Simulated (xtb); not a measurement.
Input for xtb: GFN2-xTB on ethylmethylamine (SMILES CCNC), a point of a torsion scan.

```
$ xtb mol.xyz --gfn 2 --sp --chrg 0 --uhf 0
13

C      1.77332087     0.57070200    -0.09784158
C      0.54244507    -0.23631985     0.30669382
N     -0.59931781     0.12374741    -0.52242728
C     -1.38413622     1.21555334     0.01532551
H      2.63713187     0.25331574     0.48088933
H      1.61179024     1.63159237     0.07340031
H      1.97656368     0.42004901    -1.15399249
H      0.75898082    -1.29699634     0.15349580
H      0.33379318    -0.08666023     1.37907139
H     -1.20297951    -0.68283838    -0.64541572
H     -1.77092386     1.01926647     1.02803243
H     -0.76532098     2.11153831     0.05556740
H     -2.22460753     1.40870371    -0.64905708
```

Output:

```
[...]
           -------------------------------------------------
          |                Calculation Setup                |
           -------------------------------------------------



           -------------------------------------------------
          |                 G F N 2 - x T B                 |
           -------------------------------------------------

        Reference                      10.1021/acs.jctc.8b01176
      * Hamiltonian:
        H0-scaling (s, p, d)           1.850000    2.230000    2.230000
        zeta-weighting                 0.500000
      * Dispersion:
        s8                             2.700000
        a1                             0.520000
        a2                             5.000000
        s9                             5.000000
      * Repulsion:
        kExp                           1.500000    1.000000
        rExp                           1.000000
      * Coulomb:
        alpha                          2.000000
        third order                    shell-resolved
        anisotropic                    true
        a3                             3.000000
        a5                             4.000000
        cn-shift                       1.200000
        cn-exp                         4.000000
        max-rad                        5.000000


          ...................................................
          :                      SETUP                      :
          :.................................................:
          :  # basis functions                  25          :
          :  # atomic orbitals                  25          :
          :  # shells                           17          :
          :  # electrons                        26          :
          :  max. iterations                   250          :
          :  Hamiltonian                  GFN2-xTB          :
          :  restarted?                      false          :
          :  GBSA solvation                  false          :
          :  PC potential                    false          :
          :  electronic temp.          300.0000000     K    :
          :  accuracy                    1.0000000          :
          :  -> integral cutoff          0.2500000E+02      :
          :  -> integral neglect         0.1000000E-07      :
          :  -> SCF convergence          0.1000000E-05 Eh   :
          :  -> wf. convergence          0.1000000E-03 e    :
          :  Broyden damping             0.4000000          :
          :  net charge                          0          :
          :  unpaired electrons                  0          :
          ...................................................

 iter      E             dE          RMSdq      gap      omega  full diag
   1    -14.0793846 -0.140794E+02  0.273E+00   10.88       0.0  T
   2    -14.1043959 -0.250113E-01  0.153E+00   10.93       1.0  T
   3    -14.1051662 -0.770248E-03  0.712E-01   10.95       1.0  T
   4    -14.1052558 -0.896541E-04  0.927E-02   10.87       1.0  T
   5    -14.1052661 -0.102263E-04  0.462E-02   10.88       1.0  T
   6    -14.1052670 -0.961476E-06  0.117E-02   10.87       2.4  T
   7    -14.1052672 -0.159284E-06  0.235E-03   10.88      11.8  T
   8    -14.1052672 -0.540649E-08  0.521E-04   10.88      53.3  T
   9    -14.1052672 -0.413731E-09  0.175E-04   10.88     158.8  T

   *** convergence criteria satisfied after 9 iterations ***

         #    Occupation            Energy/Eh            Energy/eV
      -------------------------------------------------------------
         1        2.0000           -0.6291139             -17.1191
       ...           ...                  ...                  ...
         7        2.0000           -0.4986116             -13.5679
         8        2.0000           -0.4742944             -12.9062
         9        2.0000           -0.4690313             -12.7630
        10        2.0000           -0.4534564             -12.3392
        11        2.0000           -0.4408770             -11.9969
        12        2.0000           -0.4270569             -11.6208
        13        2.0000           -0.3523683              -9.5884 (HOMO)
        14                          0.0473113               1.2874 (LUMO)
        15                          0.1068477               2.9075
        16                          0.1253566               3.4111
        17                          0.1321702               3.5965
        18                          0.1474556               4.0125
       ...                                ...                  ...
        25                          0.3071014               8.3567
      -------------------------------------------------------------
                  HL-Gap            0.3996796 Eh           10.8758 eV
             Fermi-level           -0.1525285 Eh           -4.1505 eV

 SCC (total)                   0 d,  0 h,  0 min,  0.007 sec
 SCC setup                      ...        0 min,  0.000 sec (  2.340%)
 Dispersion                     ...        0 min,  0.000 sec (  1.456%)
 classical contributions        ...        0 min,  0.000 sec (  0.553%)
 integral evaluation            ...        0 min,  0.001 sec ( 12.790%)
 iterations                     ...        0 min,  0.003 sec ( 46.691%)
 molecular gradient             ...        0 min,  0.002 sec ( 32.809%)
 printout                       ...        0 min,  0.000 sec (  3.073%)

         :::::::::::::::::::::::::::::::::::::::::::::::::::::
         ::                     SUMMARY                     ::
         :::::::::::::::::::::::::::::::::::::::::::::::::::::
         :: total energy             -13.917930287030 Eh    ::
         :: gradient norm              0.003759176218 Eh/a0 ::
         :: HOMO-LUMO gap             10.875836423008 eV    ::
         ::.................................................::
         :: SCC energy               -14.105262272509 Eh    ::
         :: -> isotropic ES            0.009355329183 Eh    ::
         :: -> anisotropic ES          0.005371255384 Eh    ::
         :: -> anisotropic XC          0.012239480866 Eh    ::
         :: -> dispersion             -0.005716049054 Eh    ::
         :: repulsion energy           0.187331985480 Eh    ::
         :: add. restraining           0.000000000000 Eh    ::
         :: total charge              -0.000000000000 e     ::
         :::::::::::::::::::::::::::::::::::::::::::::::::::::

           -------------------------------------------------
          |                Property Printout                |
           -------------------------------------------------

    * Orbital Energies and Occupations

         #    Occupation            Energy/Eh            Energy/eV
      -------------------------------------------------------------
         1        2.0000           -0.6291139             -17.1191
         2        2.0000           -0.6091191             -16.5750
         3        2.0000           -0.5826895             -15.8558
         4        2.0000           -0.5524587             -15.0332
         5        2.0000           -0.5308104             -14.4441
         6        2.0000           -0.5109836             -13.9046
         7        2.0000           -0.4986116             -13.5679
         8        2.0000           -0.4742944             -12.9062
         9        2.0000           -0.4690313             -12.7630
        10        2.0000           -0.4534564             -12.3392
        11        2.0000           -0.4408770             -11.9969
        12        2.0000           -0.4270569             -11.6208
        13        2.0000           -0.3523683              -9.5884 (HOMO)
        14                          0.0473113               1.2874 (LUMO)
        15                          0.1068477               2.9075
        16                          0.1253566               3.4111
        17                          0.1321702               3.5965
        18                          0.1474556               4.0125
        19                          0.1773783               4.8267
        20                          0.1869868               5.0882
        21                          0.2162915               5.8856
        22                          0.2264397               6.1617
        23                          0.2395304               6.5180
        24                          0.2802246               7.6253
        25                          0.3071014               8.3567
      -------------------------------------------------------------
                  HL-Gap            0.3996796 Eh           10.8758 eV
             Fermi-level           -0.1525285 Eh           -4.1505 eV

     #   Z          covCN         q      C6AA      α(0)
     1   6 C        3.752    -0.109    22.652     6.787
     2   6 C        3.740     0.021    20.291     6.427
     3   7 N        2.677    -0.255    26.615     7.662
     4   6 C        3.691    -0.023    21.179     6.586
     5   1 H        0.925     0.034     2.527     2.486
     6   1 H        0.925     0.040     2.445     2.445
     7   1 H        0.925     0.047     2.353     2.399
     8   1 H        0.924     0.024     2.672     2.556
     9   1 H        0.923     0.009     2.903     2.665
    10   1 H        0.860     0.129     1.553     1.952
    11   1 H        0.923     0.007     2.938     2.681
    12   1 H        0.925     0.040     2.454     2.450
    13   1 H        0.925     0.035     2.514     2.480

 Mol. C6AA /au·bohr⁶  :       1096.283113
 Mol. C8AA /au·bohr⁸  :      21827.618803
 Mol. α(0) /au        :         49.574575


Wiberg/Mayer (AO) data.
largest (>0.10) Wiberg bond orders for each atom

 ---------------------------------------------------------------------------
     #   Z sym  total        # sym  WBO       # sym  WBO       # sym  WBO
 ---------------------------------------------------------------------------
     1   6 C    3.996 --     2 C    1.014     7 H    0.987     5 H    0.987
                             6 H    0.986
     2   6 C    3.988 --     1 C    1.014     3 N    1.012     8 H    0.979
                             9 H    0.968
     3   7 N    3.065 --     4 C    1.029     2 C    1.012    10 H    0.963
     4   6 C    3.988 --     3 N    1.029    13 H    0.985    12 H    0.983
                            11 H    0.975
     5   1 H    0.999 --     1 C    0.987
     6   1 H    0.998 --     1 C    0.986
     7   1 H    0.998 --     1 C    0.987
     8   1 H    0.999 --     2 C    0.979
     9   1 H    1.000 --     2 C    0.968
    10   1 H    0.983 --     3 N    0.963
    11   1 H    1.000 --     4 C    0.975
    12   1 H    0.998 --     4 C    0.983
    13   1 H    0.999 --     4 C    0.985
 ---------------------------------------------------------------------------

Topologies differ in total number of bonds
Writing topology from bond orders to xtbtopo.mol

molecular dipole:
                 x           y           z       tot (Debye)
 q only:       -0.006      -0.024       0.065
   full:       -0.166      -0.163       0.358       1.086
molecular quadrupole (traceless):
                xx          xy          yy          xz          yz          zz
 q only:        0.810       0.043       0.405       0.144       0.201      -1.215
  q+dip:        0.822       0.519       0.681      -0.033       0.632      -1.503
   full:        1.207       0.338       0.751       0.098       0.694      -1.958


           -------------------------------------------------
          | TOTAL ENERGY              -13.917930287030 Eh   |
          | GRADIENT NORM               0.003759176218 Eh/α |
          | HOMO-LUMO GAP              10.875836423008 eV   |
           -------------------------------------------------

------------------------------------------------------------------------
------------------------------------------------------------------------
Note: The following floating-point exceptions are signalling: IEEE_UNDERFLOW_FLAG IEEE_DENORMAL
normal termination of xtb
 total:
 SCF:
```

The run finished.

Cost: around 0.06 core-seconds (rough).
